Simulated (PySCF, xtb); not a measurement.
Potential energy surface of Ga₂O, singlet: symmetric bend, bond length relaxed. Scanned: Ga-O-Ga angle. Other coordinates (O-Ga bond length) were minimised at PBE0/def2-TZVP.

- RHF/6-31G* = restricted Hartree-Fock/6-31G*, spherical d (PySCF)
- GFN1-xTB (xtb)
- wB97X-V/cc-pVDZ (PySCF)

Energies relative to the lowest point of each profile, in kJ/mol:

```csv
a / °,RHF/6-31G*,GFN1-xTB
180,0.0,0.0
170,0.2,0.9
160,0.9,3.3
150,2.5,7.9
140,5.7,14.9
130,11.9,24.6
120,22.8,37.4
110,41.1,52.4
100,70.0,67.3
90,114.4,78.3
80,183.3,86.6
```

Q: What does wB97X-V give at the same points?

A: 180: 0.0; 170: 0.3; 160: 1.1; 150: 2.8; 140: 6.0; 130: 11.3; 120: 20.1; 110: 34.3; 100: 56.3; 90: 90.0; 80: 143.2 (kJ/mol).
